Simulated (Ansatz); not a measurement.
Computed with Ansatz on PBE0-D4/def2-TZVP structures; ΔE is electronic, products minus reactants. CCSD(T)/CBS adds triple-zeta CCSD(T) − MP2 to the extrapolated MP2 energy (def2 sets, frozen cores). This one scheme is used for every species. Functionals use def2-TZVPP. B3LYP here is the variant with VWN-RPA as its local correlation; programs differ in this. For Ge outer-core shells are correlated without core-valence functions, which leaves a few kJ/mol of doubt a bond. Scalar relativity is left out up to krypton. One conformer a species, not always the lowest.

Reaction (formal exchange of groups at a B–Cl bond): `OBCl` + `C=[CH][GeH3]` → `O[BH][GeH3]` + `C=CCl`

Q: Is it downhill or uphill in electronic energy at CCSD(T)/CBS, and by how much? (Estimate.)

A: Computed: Uphill: ΔE = +152.3 kJ/mol.

Q: What do these levels give: PBE-D4, BLYP-D4, r2SCAN-D4, B3LYP-D4, CAM-B3LYP-D4, ωB97M-V, B2PLYP, r2SCAN, r2SCAN0, BHLYP, LC-ωPBE, SCS-MP2/def2-QZVPP? (Best estimate.)

A: Ansatz gave: PBE-D4 137.9, BLYP-D4 141.3, r2SCAN-D4 148.7, B3LYP-D4 146.8, CAM-B3LYP-D4 149.4, ωB97M-V 152.0, B2PLYP 152.1, r2SCAN 148.4, r2SCAN0 152.3, BHLYP 154.0, LC-ωPBE 146.9, SCS-MP2/def2-QZVPP 157.8 kJ/mol.

Largest T1 diagnostic among the species: 0.013.

From r2SCAN to r2SCAN0 (25 % exact exchange), in def2-TZVPP and without D4, ΔE moves by +3.9 kJ/mol. Leaving LDA and LC-ωPBE aside and taking each functional with its dispersion term where it has one, the values, not all of them listed here, spread over 17.3 kJ/mol, from PBE-D4 to BHLYP-D4. At CCSD(T), def2-SVP lies +12.2 kJ/mol from the extrapolated value and def2-TZVPP +2.4 kJ/mol.
